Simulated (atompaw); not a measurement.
## An all-electron radial function and its pseudo partner (aluminium (Al))

Columns: radius, all-electron u(r) and pseudo u(r) of the 3p shell (level -2.78 eV) of aluminium in the configuration [Ne] 3s2 3p1; LDA (PW92), scalar-relativistic, PAW (atompaw) scheme, atompaw 4.2.0.5.

```
r (bohr)  all-electron  pseudo
   0.098       -0.0726  0.0030
   0.196       -0.1636  0.0119
   0.294       -0.2114  0.0264
   0.392       -0.2157  0.0461
   0.490       -0.1887  0.0705
   0.588       -0.1420  0.0989
   0.687       -0.0837  0.1308
   0.785       -0.0211  0.1647
   0.883        0.0427  0.2001
   0.981        0.1049  0.2362
   1.079        0.1641  0.2721
   1.177        0.2194  0.3073
   1.275        0.2701  0.3409
   1.373        0.3161  0.3726
   1.471        0.3574  0.4018
   1.569        0.3941  0.4285
   1.667        0.4263  0.4523
   1.765        0.4542  0.4733
   1.863        0.4781  0.4916
   1.962        0.4983  0.5073
   2.060        0.5149  0.5203
   2.158        0.5281  0.5311
   2.256        0.5383  0.5396
   2.354        0.5458  0.5462
   2.452        0.5508  0.5508
   2.550        0.5535  0.5535
```

How many radial nodes do the two functions have?

The all-electron 3p function has n − l − 1 = 1; the pseudo-wave has 0, since the states of the same l below it are removed with the core.

Is the pseudo-wave norm-conserving?

No, it belongs to a PAW set: the norm inside the radius is not constrained, and the difference is carried by the augmentation charge.
